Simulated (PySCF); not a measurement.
**Spin-rotation constants: `C=COC[C@@H](C)F`, C$_{5}$H$_{9}$FO**

Geometry (Å), atoms numbered from 1 in this order:
```xyz
16

C     1.698    2.222    0.061
C     1.861    0.956   -0.284
O     0.921   -0.010   -0.438
C    -0.421    0.347   -0.200
C    -1.278   -0.897   -0.444
C    -1.026   -1.988    0.581
F    -2.605   -0.510   -0.393
H     0.740    2.662    0.270
H     2.552    2.867    0.143
H     2.836    0.536   -0.489
H    -0.738    1.148   -0.882
H    -0.554    0.692    0.834
H    -1.108   -1.268   -1.462
H    -1.260   -1.623    1.579
H    -1.646   -2.854    0.368
H     0.021   -2.273    0.539
```

Computed with GIAO PBE/pcSseg-1 magnetisability, rotational g tensor and spin-rotation constants, non-relativistic, gas phase (PySCF). Geometry: GFN2-xTB.

Q: Give the nuclear spin-rotation constants along the inertial axes (H = +C I·J) beside the isotropic shieldings.

A: Rotational constants 6.0771, 1.3000, 1.1479 GHz. A star marks the isotopologue with that one atom substituted, in its own axes.
```tsv
atom	isotope	Caa (kHz)	Cbb (kHz)	Ccc (kHz)	mean (kHz)	σ (ppm)
F7	19F	3.811	0.548	0.670	1.676	376.9
H8	1H	-0.318	0.000	-0.112	-0.143	27.5
H9	1H	0.485	-0.144	-0.136	0.069	27.5
H10	1H	-0.259	0.022	-0.089	-0.109	24.9
H11	1H	-0.519	0.029	-0.100	-0.197	27.5
H12	1H	-0.580	-0.153	0.058	-0.225	28.2
H13	1H	-0.557	-0.136	0.079	-0.205	26.4
H14	1H	-0.725	-0.142	0.029	-0.279	30.5
H15	1H	0.091	-0.129	-0.124	-0.054	30.0
H16	1H	-0.363	-0.033	-0.127	-0.174	30.1
C1	13C*	2.263	0.298	0.167	0.909	97.5
C2	13C*	2.843	0.459	0.292	1.198	25.1
O3	17O*	-1.110	-0.279	-0.137	-0.509	186.1
C4	13C*	1.384	0.304	0.275	0.654	108.1
C5	13C*	1.549	0.311	0.344	0.735	87.0
C6	13C*	1.001	0.190	0.172	0.454	160.4
```
For the geometry as given, no vibrational averaging.

Q: How do the rotational constants and the g tensor change when H8, H9, H10, H11, H12, H13, H14, H15, H16 are replaced by deuterium?

A: Constants 4.8552, 1.1489, 1.0145 GHz; g -0.0340, -0.0060, -0.0044, against -0.0418, -0.0069, -0.0050 before.
